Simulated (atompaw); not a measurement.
**Before and after: PAW (atompaw) potential for La (Z = 57)**

```
Element                 : La
Generator               : atompaw 4.2.0.5
Type                    : PAW
Functional              : PBE
Relativity              : scalar-relativistic
Frozen core             : [Kr] 4d10
Valence charge          : 11
Reference configuration : 4f0 5s2 5p6 5d1 6s0 6p0 (charge +2)
Partial waves           : 5s (bound): rc 2.90 bohr; 6s (bound, empty): rc 2.35 bohr; 5p (bound): rc 1.95 bohr; 6p (bound, empty): rc 3.00 bohr; 5d (bound): rc 2.30 bohr; 5d channel at -0.25 Ry: rc 2.30 bohr; 4f (bound, empty): rc 1.55 bohr; 4f channel at -0.25 Ry: rc 1.55 bohr
Local potential         : bessel scheme, radius 2.25 bohr
Core correction         : smooth core density matched at 2.75 bohr
Augmentation charge     : besselshape compensation charge, radius 3.00 bohr; PAW radius 3.00 bohr; waves and projectors: custom polynom gramschmidtortho
```

Change: wave 5p (bound): rc 1.95 bohr becomes 5p (bound): rc 2.74 bohr.

Cutoffs: the cutoffs (Ry, on a coarse ladder) from which the occupation-weighted sum of valence levels, in a spherical-Bessel basis at the reference potential, stays within 10 and 1 mRy of its value at 400 Ry; they do not see the model core or the augmentation charge, which bear on the density cutoff.

Q: What does the change do?

A: The potential gets softer (15 Ry and 25 Ry → 12 Ry and 18 Ry); neither file shows a bound ghost.

| quantity | base | changed |
| --- | --- | --- |
| cutoff, loose | 15 Ry | 12 Ry |
| cutoff, tight | 25 Ry | 18 Ry |
| loose cutoff by channel (10 mRy a level) | s 6 Ry, p 10 Ry, d 10 Ry | s 6 Ry, p 8 Ry, d 10 Ry |
| bound ghosts | none | none |
| s: phases at 3.00 bohr within 0.05 rad from the reference energy up to (Ry; the scan ends near 5) | 3.4 | 3.4 |
| p: phases at 3.00 bohr within 0.05 rad from the reference energy up to (Ry; the scan ends near 5) | to the end of the scan | to the end of the scan |
| d: phases at 3.00 bohr within 0.05 rad from the reference energy up to (Ry; the scan ends near 5) | to the end of the scan | to the end of the scan |
| f: phases at 3.00 bohr within 0.05 rad from the reference energy up to (Ry; the scan ends near 5) | 3.8 | 3.8 |
| lowest overlap eigenvalue by channel | s 0.32, p 0.64, d 0.95, f 1.00 | s 0.32, p 0.75, d 0.95, f 1.00 |

Base: The cutoffs count occupied waves only; the empty 4f level needs 45 Ry at the loose tolerance. Changed file: The cutoffs count occupied waves only; the empty 4f level needs 45 Ry at the loose tolerance. The cutoffs see the waves, projectors and local potential, not the compensation charge or the core.
